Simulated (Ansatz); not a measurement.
| atom | x (Å) | y (Å) | z (Å) |
| --- | --- | --- | --- |
| S | 0.0000 | 0.0000 | 0.0000 |
| O | 0.0000 | 0.0000 | 2.2350 |

Basis set: 6-31G (spherical functions). Charge 0, multiplicity 1.

Computed with Ansatz (development build ahead of 0.2.0); each method stands on the lowest determinant of its kind that the runs found.

**Question.** Give the atomization energy at this shape (free ground-state atoms in the same class of orbitals less the molecule, no zero-point energy) of singlet SO by PBE0 (unrestricted), PBE (unrestricted), UHF.

**Answer.**

```
             method  atomization energy
PBE0 (unrestricted)             0.93 eV
 PBE (unrestricted)             1.84 eV
                UHF            -0.19 eV
```

Caution: another spin multiplicity may lie lower; the shape is not the minimum; the unrestricted determinant is a mixture of spin states.

This basis has no polarisation functions and is too small for such energies, which can lie far from measured ones in either direction.
